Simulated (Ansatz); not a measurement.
Cost and result up the ladder for `O[Si](O)(O)CCC(F)(F)C(F)(F)C(F)(F)C(F)(F)C(F)(F)C(F)(F)F` (32 atoms). The state is a singlet with charge 0. Geometry: PBE-D4/def2-SVP.

```xyz
32

O     1.5628    2.4489   -1.4406
Si    0.2542    3.4630   -1.1845
O     0.6962    5.0697   -1.1178
O    -0.7890    3.2831   -2.4836
C    -0.6043    3.1779    0.4734
C    -1.6155    2.0268    0.5618
C    -1.1528    0.6222    0.1997
F    -2.2273   -0.2206    0.2843
F    -0.6965    0.5703   -1.0983
C    -0.0380    0.0209    1.1059
F    -0.5080   -0.0585    2.3700
F     1.0367    0.8801    1.1098
C     0.5874   -1.3658    0.7047
F     1.2842   -1.1947   -0.4457
F     1.4566   -1.6754    1.7013
C    -0.3932   -2.5637    0.5134
F    -1.0228   -2.4244   -0.6753
F    -1.3072   -2.5432    1.5149
C     0.2497   -3.9982    0.5517
F     0.6920   -4.2509    1.8036
F    -0.7564   -4.8595    0.2591
C     1.4132   -4.2914   -0.4453
F     1.6706   -5.6076   -0.4315
F     2.5251   -3.6324   -0.0816
F     1.0716   -3.9271   -1.6908
H     1.7888    1.8787   -0.6856
H     1.1267    5.4036   -1.9233
H    -0.7917    2.3738   -2.8330
H    -1.1540    4.1235    0.6649
H     0.1554    3.1119    1.2781
H    -2.0556    1.9502    1.5775
H    -2.4590    2.2087   -0.1371
```

Ansatz on 2 threads of AMD EPYC 7R13 on a shared host and a share (18 GiB) of an NVIDIA H100 80GB HBM3. Times are rough, and most runs start from the orbitals of an earlier one. PBE0-D4/def2-TZVP serves as the yardstick here, not as an exact answer. Differences are given only for rows in sets of like size (and for xTB, whose basis is part of the method), since another set adds its own error. Binding counts from free atoms at the same level (O triplet, Si triplet, C triplet, F doublet, H doublet; other spins of the atoms weren't run), without zero-point energy or a counterpoise term.

B3LYP takes the VWN-RPA correlation. HSE06 is defined as in plane-wave codes, on full-range PBE exchange. Correlated methods freeze 29 core orbitals. The rows differ in basis, and correlated rows in double-zeta sets carry the largest basis error. Single mean-field runs in def2-TZVP are fitted with def2-universal-jkfit.

Correlated methods converge slowly with the basis, most of all in double-zeta sets.

```json
{"level": "B3LYP-D4/6-31G", "functions": "243", "wall time": "5.5 s", "binding energy per atom (eV)": "4.02", "difference from PBE0-D4/def2-TZVP (eV)": "–"}
{"level": "PBE-D4/def2-TZVP (with forces)", "functions": "823", "wall time": "6.5 s", "binding energy per atom (eV)": "4.60", "difference from PBE0-D4/def2-TZVP (eV)": "0.17"}
{"level": "HF/STO-3G", "functions": "136", "wall time": "7.5 s", "binding energy per atom (eV)": "2.97", "difference from PBE0-D4/def2-TZVP (eV)": "–"}
{"level": "HF/6-31G", "functions": "243", "wall time": "7.5 s", "binding energy per atom (eV)": "2.46", "difference from PBE0-D4/def2-TZVP (eV)": "–"}
{"level": "MP2/def2-SVP", "functions": "389", "wall time": "7.5 s", "binding energy per atom (eV)": "4.35", "difference from PBE0-D4/def2-TZVP (eV)": "–"}
{"level": "PBE0-D4/def2-TZVP", "functions": "823", "wall time": "8 s", "binding energy per atom (eV)": "4.43", "difference from PBE0-D4/def2-TZVP (eV)": "0.00"}
{"level": "HSE06-D4/def2-TZVP", "functions": "823", "wall time": "8 s", "binding energy per atom (eV)": "4.43", "difference from PBE0-D4/def2-TZVP (eV)": "0.00"}
{"level": "BLYP-D4/def2-TZVP", "functions": "823", "wall time": "8 s", "binding energy per atom (eV)": "4.42", "difference from PBE0-D4/def2-TZVP (eV)": "-0.01"}
{"level": "PBE-D4/def2-SVP", "functions": "389", "wall time": "8 s", "binding energy per atom (eV)": "4.72", "difference from PBE0-D4/def2-TZVP (eV)": "–"}
{"level": "r2SCAN-D4/def2-TZVP (with forces)", "functions": "823", "wall time": "8.5 s", "binding energy per atom (eV)": "4.45", "difference from PBE0-D4/def2-TZVP (eV)": "0.02"}
{"level": "PBE0-D4/def2-SVP", "functions": "389", "wall time": "9.5 s", "binding energy per atom (eV)": "4.52", "difference from PBE0-D4/def2-TZVP (eV)": "–"}
```
